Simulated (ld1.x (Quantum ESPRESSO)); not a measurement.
## Logarithmic derivatives: Tb (Z = 65), ultrasoft

ld1.x (Quantum ESPRESSO) 7.5 input, shortened:

```
&input
   title='Tb', zed=65., rel=1, dft='PBE', iswitch=3,
   config='[Xe] 4f8 5d1 6s2 6p0'
 /
 &inputp
   pseudotype=3, tm=.true., lloc=-1, rcloc=3.05,
   nlcc=.false.,
   which_augfun='PSQ', rmatch_augfun=2.45
 /
6
5S  1  0   2.00   0.00  2.45  2.60  0.0
6S  2  0   2.00   0.00  2.45  2.60  0.0
5P  2  1   6.00   0.00  2.70  3.00  0.0
6P  3  1   0.00   0.00  2.70  3.00  0.0
5D  3  2   1.00   0.00  3.10  3.85  0.0
5D  3  2   0.00   1.80  3.10  3.85  0.0
 &test
   configts(1)='5s2 5p6 5d1 6s2 6p0'
 /
```

The phase is arctan(r·u′/u) with u = r·R(r), unwrapped; energies in Ry, scanned from -6 to 5 Ry. A pole is an energy at which the radial function vanishes at the test radius. The pseudo phase is shifted by a multiple of π to meet the all-electron one at the reference energy, and phase errors are pseudo minus all-electron; the curves can meet again beyond the range given. Levels narrower than the energy grid can be missing from the lists of poles. n/a: not evaluated, since a narrow level or a reset projector energy made the automatic matching unsafe.

Problem. For each channel, where are the poles, and over which energies does the pseudopotential scatter like the atom?

Solution.

```json
{"channel": "s", "radius (bohr)": "4.19", "reference energy (Ry)": "-0.31", "poles, all-electron": "0.28, 3.59", "poles, pseudo": "0.27, 3.21", "unbroken range about the reference energy with phases within 0.05 rad": "below 1.3", "phase error 1 Ry above the reference energy (rad)": "-0.003"}
{"channel": "p", "radius (bohr)": "4.19", "reference energy (Ry)": "-0.10", "poles, all-electron": "0.94, 4.49", "poles, pseudo": "0.92, 3.65", "unbroken range about the reference energy with phases within 0.05 rad": "n/a", "phase error 1 Ry above the reference energy (rad)": "n/a"}
{"channel": "d", "radius (bohr)": "4.19", "reference energy (Ry)": "-0.18", "poles, all-electron": "-0.01, 2.25", "poles, pseudo": "-0.02, 2.25", "unbroken range about the reference energy with phases within 0.05 rad": "below 3.5", "phase error 1 Ry above the reference energy (rad)": "-0.039"}
```

Phases in the s channel:

```csv
E (Ry),all-electron,pseudo
-6.00,1.469,1.469
-5.48,1.464,1.464
-4.96,1.458,1.458
-4.44,1.451,1.451
-3.92,1.441,1.441
-3.40,1.431,1.431
-2.88,1.416,1.416
-2.36,1.395,1.395
-1.84,1.363,1.363
-1.32,1.301,1.301
-0.80,1.111,1.110
-0.28,-0.879,-0.879
0.24,-1.557,-1.558
0.76,-1.713,-1.717
1.28,-1.945,-1.977
1.80,-3.583,-3.891
2.32,-4.481,-4.536
2.84,-4.626,-4.662
3.36,-4.691,-4.731
3.88,-4.738,-4.804
4.40,-4.784,-4.980
4.92,-4.853,-7.170
```
